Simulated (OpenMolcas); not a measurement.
**Ni5+, Pd5+, Pt5+: d5 down the group**

```
Program             : OpenMolcas
Method              : CASSCF
Basis               : ANO-R2
Scalar Hamiltonian  : X2C, finite nucleus
Spin-orbit coupling : state interaction with AMFI integrals over the reference wave functions, term energies averaged over their components
```

Active space for each ion: 5 electrons in 10 orbitals (d d).

Computed levels in cm-1 above 6S 5/2:

```tsv
Level	Ni5+	Pd5+	Pt5+
4G 7/2	46391	32401	28919
4G 11/2	46450	32611	30287
4G 9/2	46453	32721	31640
4P 1/2	53395	37393	34364
4D 7/2	57591	39871	38668
4D 1/2	57761	41187	44001
2I 11/2	66084	46184	43665
2I 13/2	66276	47221	48002
2F 7/2(1)	76510	55700	62859
weight of 6S in the lowest level (%)	100	99	86
```

Mixed levels, with the weight of the term that names them: Pd5+ 2F 7/2(1) (58 %), Pt5+ 4G 7/2 (68 %), Pt5+ 4P 1/2 (65 %), Pt5+ 4D 7/2 (67 %), Pt5+ 4D 1/2 (70 %), Pt5+ 2I 11/2 (72 %), Pt5+ 2F 7/2(1) (61 %).

Measured, with the error of the calculation in %. Measured levels: Ni5+ from Corliss and Sugar, J. Phys. Chem. Ref. Data 10, 197 (1981).

```
    Level           Ni5+
  4G 11/2  41921 (+10.8)
   4P 1/2  46325 (+15.3)
   4D 7/2  50331 (+14.4)
  2I 11/2   61196 (+8.0)
  2I 13/2   61280 (+8.2)
2F 7/2(1)  67085 (+14.0)
```

Without spin-orbit coupling 4G lies 46419, 32533, 29996 cm-1 above 6S in that order; the difference to the level 4G 7/2, of either sign, comes from spin-orbit coupling, which also lowers the zero.

Without dynamic correlation excited terms often stand tens of per cent too high (terms of higher spin than the ground term too low), and those without a measured partner can miss by more than the paired ones. Active for correlation alone: 4d; no level in the range computed is led by a configuration that fills it, so any true level of that kind is missing (holds for Ni5+). Active for correlation alone: 5d; no level in the range computed is led by a configuration that fills it, so any true level of that kind is missing (holds for Pd5+). Active for correlation alone: 6d; no level in the range computed is led by a configuration that fills it, so any true level of that kind is missing (holds for Pt5+). Computed and measured levels are paired by configuration, term and J; levels that our copy of the source lacks, or whose pairing is in doubt (as where it misses far off the trend of its configuration), stay unpaired and out of the deviations. Only configurations of the active space appear.

A number in round brackets counts repeated terms of one configuration in the order of the reference energies.
